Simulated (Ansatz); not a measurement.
A series at Si: from trichlorosilane, ligands are replaced one by one, each step taking up H–F and setting free HCl; n counts the steps. Ansatz, PBE0-D4/def2-TZVP geometries.

CBS adds triple-zeta CCSD(T) − MP2 to the MP2 limit, frozen cores; atoms without spin–orbit coupling. 

```csv
n,molecule,"atomization energy, CCSD(T)/CBS (kJ/mol)"
0,`Cl[SiH](Cl)Cl`,1560.5
1,`F[SiH](Cl)Cl`,?
2,`F[SiH](F)Cl`,1946.4
3,`F[SiH](F)F`,2145.3
```

By hand: fit a straight line y = ȳ + b (n − n̄) to the 3 given rows and predict n = 1.

n̄ = 1.667, ȳ = 1884.07; Σ(n − n̄)(y − ȳ) = 908.37, Σ(n − n̄)² = 4.667, so b = 194.64 kJ/mol a step. Prediction: 1884.07 + (194.64) × (-0.667) = 1754.2 kJ/mol.

By hand: compare with the computed value, 1751.4 kJ/mol, and give the steps along the whole series.

The line misses by -2.8 kJ/mol (computed minus predicted). Steps: 190.9, 195.0, 198.9 kJ/mol.

The steps differ by at most 8.0 kJ/mol, 4.1 % of a mean step, so the ligands' effects nearly add and a line is close. The miss is 0.5 % of the series' range. The energies themselves are unsure by some kJ/mol a bond, though much of that is common to the series.
